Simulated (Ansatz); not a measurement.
One change: `N=[C](Cl)[GeH3]` becomes `C[C](=N)[GeH3]`.

Ansatz, PBE0-D4/def2-TZVP geometries, multiplicity 1. Each molecule was computed in one conformer, which needn't be the lowest.

Scalar relativity is left out up to krypton.

```json
{"property": "size of the dipole moment (PBE/def2-TZVPP) / D", "`N=[C](Cl)[GeH3]`": "2.55"}
{"property": "HOMO energy (PBE0/def2-TZVPP) / eV", "`N=[C](Cl)[GeH3]`": "-7.91"}
{"property": "HOMO–LUMO gap (B3LYP/def2-TZVPP) / eV", "`N=[C](Cl)[GeH3]`": "6.45"}
{"property": "HOMO–LUMO gap (ωB97M-V/def2-TZVPP) / eV", "`N=[C](Cl)[GeH3]`": "11.35"}
{"property": "size of the dipole moment (ωB97M-V/def2-TZVPP) / D", "`N=[C](Cl)[GeH3]`": "2.85"}
{"property": "HOMO energy (B3LYP/def2-TZVPP) / eV", "`N=[C](Cl)[GeH3]`": "-7.69"}
```

(1) What does the change do to each property? (An estimate is asked.)

## Answers

(1) The calculation gave: 
| property | `C[C](=N)[GeH3]` | shift |
| --- | --- | --- |
| size of the dipole moment (PBE/def2-TZVPP) / D | 1.42 | -1.13 |
| HOMO energy (PBE0/def2-TZVPP) / eV | -7.09 | 0.82 |
| HOMO–LUMO gap (B3LYP/def2-TZVPP) / eV | 6.14 | -0.31 |
| HOMO–LUMO gap (ωB97M-V/def2-TZVPP) / eV | 11.05 | -0.30 |
| size of the dipole moment (ωB97M-V/def2-TZVPP) / D | 1.65 | -1.20 |
| HOMO energy (B3LYP/def2-TZVPP) / eV | -6.89 | 0.80 |

With PBE0 the HOMO rises by 0.82 eV and the LUMO rises by 0.52 eV, so the gap narrows by about 0.30 eV. PBE moves the HOMO by 0.80 eV and ωB97M-V by 0.79 eV. Dipoles are sizes alone; their direction can turn.

B3LYP here is the variant with VWN-RPA as its local correlation; programs differ in this.
